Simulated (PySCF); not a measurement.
Computed IR spectrum (relative IR intensity) of a molecule C3H2F4. Geometry optimised at PBE-D3(BJ)/def2-SVP. Other conformers were not sampled. Calculation: PBE-D3(BJ)/def2-SVP run with PySCF 2.14.0. Frequencies are harmonic and unscaled.

Lines under 2 % of the strongest are left out, and lines within 2 cm⁻¹ are merged.

```
ν (cm⁻¹)  relative intensity
--------  ------------------
558                      2.2
599                      6.3
858                       15
924                      6.0
1141                      61
1158                     100
1191                      95
1332                     6.9
1365                      54
1714                      18
```

Question: Pick the molecule that these values belong to.
A) C=C(F)C(F)(F)F
B) FC1(F)CC1(F)F
C) F/C=C/C(F)(F)F
D) F[C@H]1[C@H](F)C1(F)F

Answer: A, C=C(F)C(F)(F)F
